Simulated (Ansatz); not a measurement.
Born–Oppenheimer molecular dynamics of BCl2H2N (6 atoms, charge 0, multiplicity 1). It goes on from the last frame of an earlier run, with new velocities.

Level of theory: RHF/cc-pVDZ (Ansatz 0.2.0).

```yaml
ensemble: NVT, Langevin thermostat
time_step: 1 fs
steps_asked: 250
set_temperature: 2000 K
friction: 0.05 /fs
seed: 821685
```

First frame:

```xyz
6
Properties=species:S:1:pos:R:3
B -0.276 0.198 0.279
Cl -0.087 -0.426 1.959
Cl 1.110 0.496 -0.778
N -1.472 0.117 -0.352
H -2.231 -0.218 0.170
H -1.553 0.132 -1.325
```

Problem. How far do the bonds stretch over the last three quarters of this one trajectory? (Pairs bonded in most of those frames.)

Solution. 
```
  bond  mean (Å)  spread (Å)  shortest  longest
B1–Cl2     1.840       0.107      1.64     2.05
B1–Cl3     1.789       0.086      1.60     1.98
 B1–N4     1.401       0.067      1.28     1.55
 N4–H5     1.023       0.048      0.93     1.17
 N4–H6     1.013       0.044      0.90     1.11
```

Mean temperature of the second half: 1977 K. A run of 0.25 ps of so small a system gives no equilibrium averages.

Time of the run: 7.2 min on 1 thread of Intel(R) Xeon(R) Platinum 8259CL CPU @ 2.50GHz (Skylake/Cascade Lake), with other jobs on the host, peak memory 0.15 GiB.
